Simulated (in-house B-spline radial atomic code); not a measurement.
RPA and G0W0 for Br2+, [Ar] 3d10 4s2 4p3, highest spin, as one setting changes: the share of exact exchange in the PBE hybrid start. A dash marks a level of low quasi-particle weight. Computed with a B-spline radial code for spherical atoms: all electrons, scalar-relativistic (spin-free one-electron X2C), finite nucleus, each spin shell either full or empty, empty states to l = 9 with an (l + 1/2)⁻⁴ tail; G0W0 by contour deformation at full frequency.

```tsv
share of exact exchange in the PBE hybrid start	mean-field level (eV)	G0W0 level (eV)	RPA correlation (Eh)
0	-29.430	4p up -35.32	-2.4516
0.1	-30.09	4p up -35.38	-2.4266
0.2	-30.76	4p up -35.43	-2.4025
0.3	-31.42	4p up -35.47	-2.3793
0.4	?	?	?
0.5	-32.75	4p up -35.53	-2.3351
0.6	-33.42	4p up -35.56	-2.314
0.7	-34.09	4p up -35.58	-2.2935
0.8	?	?	?
0.9	-35.42	4p up -35.61	-2.2543
1	-36.09	4p up -35.63	-2.2355
```

Task: What belongs in the row for 0.8?

Result: mean-field level (eV): -34.75; G0W0 level (eV): 4p up -35.60; RPA correlation (Eh): -2.2736.

Task: What belongs in the row for 0.4?

Result: mean-field level (eV): -32.09; G0W0 level (eV): 4p up -35.50; RPA correlation (Eh): -2.3569.

Task: At what share of exact exchange does G0W0 leave the highest level unchanged?

Result: Near 0.93, where the shift changes sign (-0.193 eV at 0.9, +0.462 eV at 1).
